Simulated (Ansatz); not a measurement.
`[NH2][W]([NH2])(=[O])=[S]` at its PBE0-D4/def2-TZVP geometry, where that method's forces vanish. The species carries charge 0 and has multiplicity 1. W takes the def2 core potential.

```csv
atom,x (Å),y (Å),z (Å)
N1,0.198,-1.108,-1.235
W2,-0.603,0.131,0.022
N3,0.739,0.993,1.122
O4,-1.355,1.352,-0.893
S5,-1.934,-0.961,1.300
H6,0.426,-0.861,-2.186
H7,0.344,-2.089,-1.055
H8,1.136,1.895,0.907
H9,1.050,0.649,2.017
```

Question: For each bond, give half the difference of the two atoms' forces along it (eV/Å; positive pushes the atoms apart) under PBE-D4, r2SCAN-D4, B3LYP-D4, ωB97M-V in def2-TZVPP. (An estimate is asked.)

Answer: The calculation gave: 
```tsv
bond	length (Å)	PBE-D4	r2SCAN-D4	B3LYP-D4	ωB97M-V
N1–W2	1.938	-0.13	-0.02	0.11	0.14
N1–H6	1.008	0.17	-0.01	-0.07	-0.03
N1–H7	1.008	0.16	-0.01	-0.09	-0.02
W2–N3	1.938	-0.13	-0.02	0.11	0.14
W2–O4	1.701	0.85	0.40	0.33	-0.36
W2–S5	2.145	0.27	0.16	0.21	-0.16
N3–H8	1.008	0.17	-0.01	-0.07	-0.03
N3–H9	1.008	0.16	-0.01	-0.09	-0.02
```

B3LYP here is the variant with VWN-RPA as its local correlation; programs differ in this.

Program: Ansatz 0.2.0.
